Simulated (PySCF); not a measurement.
Run record: excited-state job, `Clc1pcoc1Br`.

Computed with TDDFT B3LYP/def2-SVPD, vertical, gas phase, core orbitals frozen in the response (PySCF 2.14.0, density-fitted response routines). Geometry: GFN2-xTB. A driver script takes a list of jobs; this job's settings line and coordinates (Å) are shown.

Input:
```
{"job": {"kind": "uv", "xc": "B3LYP", "basis": "def2-SVPD", "nstates": 8, "ntriplets": 3}, "charge": 0, "multiplicity": 1}
Cl    -2.348583    -1.372056     0.386683
C     -0.791193    -0.696457     0.175328
P      0.749803    -1.592305     0.198423
C      1.512231    -0.086746    -0.077772
O      0.709473     0.981235    -0.178816
C     -0.566027     0.631679    -0.036962
Br    -1.817703     2.015983    -0.153114
H      2.561055     0.128079    -0.182855
```

Output:
```
coarse grid: 43256 points
cycle   1  E = -3565.1418083437  dE =  2.476e-01  |g| = 4.377e-01  |ddm| = 5.254e+00
cycle   2  E = -3565.0825827664  dE =  5.923e-02  |g| = 6.992e-01  |ddm| = 1.635e+00
cycle   3  E = -3565.1766673840  dE = -9.408e-02  |g| = 1.044e-01  |ddm| = 9.466e-01
cycle   4  E = -3565.1781629328  dE = -1.496e-03  |g| = 6.301e-02  |ddm| = 2.188e-01
cycle   5  E = -3565.1792566032  dE = -1.094e-03  |g| = 1.469e-02  |ddm| = 1.080e-01
cycle   6  E = -3565.1793040539  dE = -4.745e-05  |g| = 5.921e-03  |ddm| = 3.058e-02
cycle   7  E = -3565.1793115260  dE = -7.472e-06  |g| = 2.143e-03  |ddm| = 1.029e-02
final grid: 86952 points
cycle   8  E = -3565.1793022176  dE =  3.454e-06  |g| = 4.273e-03  |ddm| = 1.162e-02
cycle   9  E = -3565.1792862820  dE =  1.594e-05  |g| = 9.027e-03  |ddm| = 1.992e-02
cycle  10  E = -3565.1793068172  dE = -2.054e-05  |g| = 3.860e-04  |ddm| = 1.354e-02
cycle  11  E = -3565.1793068488  dE = -3.170e-08  |g| = 1.205e-04  |ddm| = 6.729e-04
cycle  12  E = -3565.1793068529  dE = -4.053e-09  |g| = 1.778e-05  |ddm| = 1.849e-04
cycle  13  E = -3565.1793068530  dE = -6.457e-11  |g| = 4.872e-06  |ddm| = 2.561e-05
converged SCF energy = -3565.1793068530

Static polarisability (au): isotropic 96.428, principal 63.137 103.275 122.873

Singlet excitations
state   eV       nm        f      main configurations
  1   4.7344    261.9   0.04676   H->L 0.82, H-1->L 0.14
  2   4.9030    252.9   0.00000   H->L+1 0.98
  3   5.4868    226.0   0.03195   H-1->L 0.53, H->L+2 0.29, H->L 0.14
  4   5.7392    216.0   0.00053   H-1->L+1 0.84, H->L+3 0.10
  5   5.8173    213.1   0.00892   H-2->L 0.87
  6   5.9591    208.1   0.00134   H->L+3 0.87, H-1->L+1 0.11
  7   6.1005    203.2   0.22292   H->L+2 0.47, H-1->L 0.25, H-1->L+2 0.13
  8   6.1432    201.8   0.00012   H-3->L 0.89

Triplet excitations (Tamm-Dancoff, eV): 3.2097 4.2866 4.4958
```

The SCF starts on a coarse grid where the log names one; the energy can jump when the final grid takes over, and dE then counts from the start density on the new grid. H and L stand for HOMO and LUMO; the number after each pair is its weight.

Q: How does the lowest singlet excitation compare with the HOMO–LUMO gap?

A: HOMO -6.93 eV and LUMO -1.70 eV give a gap of 5.23 eV; S1 at 4.73 eV lies 0.50 eV below it.

Q: Give S1 in cm⁻¹ and kJ/mol.

A: 4.7344 eV × 8065.54 = 38186 cm⁻¹; × 96.485 = 456.8 kJ/mol.

Summary of the converged run: HOMO -6.93 eV, LUMO -1.70 eV; lowest singlet 4.73 eV; lowest triplet 3.21 eV (Tamm–Dancoff); mean polarisability 96.4 au.

 Relativistic effects, spin–orbit coupling among them, are left out although an element past zinc is present.

Time: 47 s. Hardware: an Arm Neoverse N1 with one thread (shared host).
Labels such as C1 count atoms from 1, the log's own numbers from 0.
